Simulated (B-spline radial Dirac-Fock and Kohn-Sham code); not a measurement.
# Muonic X-ray lines of ¹⁷⁶Lu

Nucleus: ¹⁷⁶Lu, Fermi distribution (skin thickness 2.3 fm), rms radius 5.3739 fm (measured, Angeli and Marinova 2013).

Level of theory: the Dirac equation of a negative muon with reduced mass in the field of a spherical finite nucleus, with the Uehling potential to all orders; nuclear polarisation, deformation, hyperfine structure, self-energy, higher-order vacuum polarisation, relativistic recoil and electron screening are left out; a radial B-spline solver. For strongly deformed nuclei the low levels mix with nuclear rotations, which this model lacks.

```tsv
transition	energy (keV)	point nucleus, no QED (keV)
2p3/2 → 1s1/2	5104	11670
2p1/2 → 1s1/2	4977	11390
3p3/2 → 1s1/2	7039	13670
3d5/2 → 2p3/2	1920	2018
3d3/2 → 2p1/2	2023	2280
4f7/2 → 3d5/2	700.9	697.1
4f5/2 → 3d3/2	720.0	716.7
5g9/2 → 4f7/2	322.5	321.1
6h11/2 → 5g9/2	174.6	174.0
```

The 2p fine-structure splitting is 126.5 keV, and 2s lies 833.1 keV above 2p1/2.

Values without a named source are computed, but for edge energies of neutral atoms, which are taken from tables.
